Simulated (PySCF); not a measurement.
Species: C6H4NS (charge +1).
Cartesian coordinates in Å at the PBE0-D3(BJ)/def2-SVP level; atoms count from 1:
```xyz
12
C6H4NS angstrom
N      3.6857   -0.8061   -0.1730
C      2.5434   -0.6146   -0.1282
C      1.1410   -0.3793   -0.0748
C      0.6108    0.9066   -0.0721
C     -0.7618    1.1597   -0.0219
C     -1.7253    0.1485    0.0290
C     -1.3898   -1.1925    0.0358
S      0.1814   -1.7906   -0.0152
H      1.3145    1.7423   -0.1117
H     -1.0944    2.2013   -0.0234
H     -2.7853    0.4133    0.0657
H     -2.1516   -1.9790    0.0770
```

Theory: PySCF, PBE0-D3(BJ)/def2-SVP geometry optimisation, gas phase.

Take the most abundant isotopes and a rigid rotor. 

Give the principal moments of inertia and the rotational constants in MHz.

Ia = 133.82, Ib = 347.53, Ic = 481.34 u·Å²; 505379 MHz·u·Å²/I gives A = 3777, B = 1454, C = 1050 MHz.

What kind of rotor is it?

An asymmetric top; Ray's κ = -0.703.

Is it planar, by Δ = Ic − Ia − Ib?

Planar: Δ = Ic − Ia − Ib = 0.00 u·Å². For a rigid frame Δ = −2 Σ m c², so it vanishes when all atoms lie in the ab plane; here none is more than 0.01 Å from it.

Predict some low-J microwave lines.

The dipole components (about the centre of mass, as the species is charged) are |μa| = 6.45 D, |μb| = 0.94 D, |μc| = 0.00 D; the mirror of this Cs structure is the ab plane, so μc vanishes by symmetry and there are no c-type lines. Intensities carry the squares of the components, which stand as 1.00 : 0.02 (a : b). Some lines, for components of 0.1 D or more:

```csv
type,branch,"J(Ka,Kc)",MHz,lower level (cm⁻¹)
b,R,"3(1,2) ← 2(2,1)",1119,0.587
a,Q,"2(1,1) ← 2(1,2)",1213,0.315
a,Q,"3(1,2) ← 3(1,3)",2422,0.544
b,R,"2(0,2) ← 1(1,1)",2638,0.161
b,Q,"1(1,0) ← 1(0,1)",2727,0.084
b,Q,"2(1,1) ← 2(0,2)",3179,0.249
b,Q,"3(1,2) ← 3(0,3)",3942,0.493
a,R,"2(1,2) ← 1(1,1)",4604,0.161
b,R,"1(1,1) ← 0(0,0)",4827,0.000
a,R,"2(0,2) ← 1(0,1)",4960,0.084
a,R,"2(1,1) ← 1(1,0)",5413,0.174
b,Q,"2(2,0) ← 2(1,1)",7016,0.355
a,R,"3(0,3) ← 2(0,2)",7324,0.249
a,R,"3(2,1) ← 2(2,0)",7701,0.589
a,R,"3(1,2) ← 2(1,1)",8087,0.355
b,Q,"2(2,1) ← 2(1,2)",8180,0.315
b,R,"3(1,3) ← 2(0,2)",8844,0.249
b,R,"2(2,1) ← 1(1,0)",12380,0.174
b,Q,"3(3,0) ← 3(2,1)",12418,0.846
b,Q,"3(3,1) ← 3(2,2)",12651,0.838
b,R,"3(2,2) ← 2(1,1)",14480,0.355
b,R,"3(2,1) ← 2(1,2)",15930,0.315
b,R,"3(3,1) ← 2(2,0)",20116,0.589
b,R,"3(3,0) ← 2(2,1)",20167,0.587
```

Estimate the classical rotational partition function at 200 K, 298.15 K and 500 K.

Point group Cs, symmetry number σ = 1; q = (√π/σ)·√((kT/h)³/(ABC)), k/h = 20836.6 MHz/K: 199000 at 200 K, 361000 at 298.15 K, 785000 at 500 K.

Not checked by PBE0-D3(BJ)/def2-SVP frequencies. These are rigid-rotor constants of the computed structure; measured ground-state constants (B0) also hold zero-point vibration. Quadrupole hyperfine structure (14N) is left out.

Time: 46 s wall. Hardware: one thread, Arm Neoverse V1, shared host. This is the geometry optimisation.
